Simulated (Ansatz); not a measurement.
`O[SiH2]N[SiH](F)F`, charge 0, multiplicity 1.

Q: Give a relaxed structure at PBE0-D4/def2-TZVP (Ansatz). (An estimate is asked.)

A: The calculation gave: 
```xyz
11

O     2.138   -0.406   -1.268
Si    1.112   -0.846   -0.066
N     0.115    0.453    0.491
Si   -1.566    0.631    0.370
F    -1.934    2.026   -0.293
F    -2.254    0.679    1.799
H     1.763   -0.075   -2.086
H     2.011   -1.306    1.012
H     0.162   -1.900   -0.501
H     0.606    1.205    0.959
H    -2.151   -0.461   -0.417
```
This is one stationary point; other conformers may exist.
